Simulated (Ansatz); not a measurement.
PtS₃⁻, relaxed as a doublet with UKS r2SCAN-D4/def2-SVPD in Ansatz, starting from the GFN2-xTB geometry. Force threshold 0.02 eV/Å.

In the def2 sets Pt takes a core potential; there is no spin–orbit coupling. The charge -1 doublet is spin-contaminated (final ⟨S²⟩ up to 0.88, 0.75 for a pure state). Another isomer (doublet) lies 0.68 eV lower at PBE0-D4/def2-TZVPD; other spin states weren't run for this one.

Start:

```
atom    x (Å)    y (Å)    z (Å)
 Pt1   0.9115   0.1741   0.4272
  S2   2.6137   1.4366   0.3631
  S3  -0.9584  -0.9030   0.1558
  S4  -2.5668  -0.7077  -0.9462
```

(1) Estimate the energy that the relaxation releases and the steps that it takes.

(2) Does the start keep its bonding and symmetry?

(3) Predict the relaxed structure.

## Answers

(1) 0.07 eV, in 7 steps; 41 s on 2 threads of Arm Neoverse V2 on a shared host. No frequencies were taken in this run, so the end may be a saddle point.

(2) By distances, no bond broke or formed. The bond that changes most is S3–S4, from 1.96 to 2.00 Å (atoms count from 1). Point group Cs at the start, Cs at the end, both within 0.05 Å.

(3) 
```
atom    x (Å)    y (Å)    z (Å)
 Pt1   0.8841   0.1306   0.4186
  S2   2.5648   1.4754   0.3161
  S3  -0.9723  -1.0135   0.2535
  S4  -2.4766  -0.5924  -0.9883
```
Bond lengths: 2 × Pt–S 2.15 to 2.19 Å; 1 × S–S 2.00 Å.
